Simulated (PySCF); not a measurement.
## UHF on Ni (nickel, neutral)

Configuration: [Ar] 3d8 4s2, high-spin 3F determinant. Calculation: PySCF 2.14, in def2-TZVP; the non-relativistic Hamiltonian (point nucleus).

```json
{
  "Total energy": "-1506.846194 hartree",
  "One-electron energy": "-2093.2724 hartree",
  "Hartree (Coulomb) energy": "648.1551 hartree",
  "Exchange energy": "-61.7288 hartree",
  "Kinetic energy": "1506.81631 hartree",
  "⟨S²⟩": "2.0049",
  "⟨L²⟩": "12.019",
  "Sum of ⟨r⟩": "21.95 bohr",
  "Sum of ⟨r²⟩": "37.73 bohr²",
  "Density at the nucleus (Gaussians lack the cusp)": "14500 bohr⁻³",
  "Spin density at the nucleus": "0.666 bohr⁻³",
  "Langevin diamagnetic susceptibility": "-29.9 ×10⁻⁶ cm³/mol",
  "Time after the integrals": "0.24 s of wall time on 1 thread of Neoverse-V1 (shared host)"
}
```

```json
{"shell": "1s α", "electrons": "1", "mean orbital energy (eV)": "-8316.3", "spread (eV)": "0", "rms radius, mean of both spins (bohr)": "0.0635"}
{"shell": "1s β", "electrons": "1", "mean orbital energy (eV)": "-8316.3", "spread (eV)": "0", "rms radius, mean of both spins (bohr)": "0.0635"}
{"shell": "2s α", "electrons": "1", "mean orbital energy (eV)": "-1032.9", "spread (eV)": "0", "rms radius, mean of both spins (bohr)": "0.268"}
{"shell": "2s β", "electrons": "1", "mean orbital energy (eV)": "-1030.8", "spread (eV)": "0", "rms radius, mean of both spins (bohr)": "0.268"}
{"shell": "2p α", "electrons": "3", "mean orbital energy (eV)": "-897.44", "spread (eV)": "0", "rms radius, mean of both spins (bohr)": "0.239"}
{"shell": "2p β", "electrons": "3", "mean orbital energy (eV)": "-895.41", "spread (eV)": "0", "rms radius, mean of both spins (bohr)": "0.239"}
{"shell": "3s α", "electrons": "1", "mean orbital energy (eV)": "-135.73", "spread (eV)": "0", "rms radius, mean of both spins (bohr)": "0.804"}
{"shell": "3s β", "electrons": "1", "mean orbital energy (eV)": "-130.34", "spread (eV)": "0", "rms radius, mean of both spins (bohr)": "0.804"}
{"shell": "3p α", "electrons": "3", "mean orbital energy (eV)": "-92.496", "spread (eV)": "0", "rms radius, mean of both spins (bohr)": "0.853"}
{"shell": "3p β", "electrons": "3", "mean orbital energy (eV)": "-86.005", "spread (eV)": "0", "rms radius, mean of both spins (bohr)": "0.853"}
{"shell": "3d α", "electrons": "5", "mean orbital energy (eV)": "-20.307", "spread (eV)": "1.459", "rms radius, mean of both spins (bohr)": "1.10"}
{"shell": "3d β", "electrons": "3", "mean orbital energy (eV)": "-17.630", "spread (eV)": "0", "rms radius, mean of both spins (bohr)": "1.10"}
{"shell": "4s α", "electrons": "1", "mean orbital energy (eV)": "-7.751", "spread (eV)": "0", "rms radius, mean of both spins (bohr)": "3.30"}
{"shell": "4s β", "electrons": "1", "mean orbital energy (eV)": "-7.308", "spread (eV)": "0", "rms radius, mean of both spins (bohr)": "3.30"}
```
